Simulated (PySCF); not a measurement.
## Torsional scan of `F[C@@H](COC=C)C`, C₅H₉FO

Every point has one dihedral held and the rest relaxed. First point, dihedral C5–C4–O3–C2 = 0°. Geometry:
| atom | x (Å) | y (Å) | z (Å) |
| --- | --- | --- | --- |
| C1 | 0.145 | -2.911 | -0.657 |
| C2 | 0.970 | -1.943 | -0.286 |
| O3 | 0.893 | -0.595 | -0.248 |
| C4 | -0.247 | 0.237 | -0.354 |
| C5 | -1.649 | -0.347 | -0.541 |
| C6 | -2.214 | -0.988 | 0.716 |
| F7 | -2.454 | 0.735 | -0.873 |
| H8 | -0.857 | -2.783 | -1.013 |
| H9 | 0.496 | -3.925 | -0.601 |
| H10 | 1.975 | -2.202 | 0.031 |
| H11 | -0.061 | 0.907 | -1.206 |
| H12 | -0.259 | 0.851 | 0.557 |
| H13 | -1.698 | -1.006 | -1.414 |
| H14 | -2.289 | -0.235 | 1.498 |
| H15 | -3.206 | -1.387 | 0.520 |
| H16 | -1.565 | -1.789 | 1.056 |

Level of theory: GIAO PBE/pcSseg-1 magnetisability, rotational g tensor and spin-rotation constants, non-relativistic, gas phase in PySCF 2.14.0. Geometry: GFN2-xTB, dihedral held.

How does the isotropic susceptibility follow that dihedral, the rest relaxed?


| dihedral (°) | χ, cgs (10⁻⁶ cm³/mol) | magnetisability anisotropy (10⁻³⁰ J/T²) |
| --- | --- | --- |
| 0 | -62.6 | 110 |
| 45 | -63.8 | 98 |
| 90 | -64.9 | 76 |
| 135 | -65.2 | 87 |
| 180 | -65.4 | 138 |
| 225 | -64.9 | 123 |
| 270 | -63.6 | 98 |
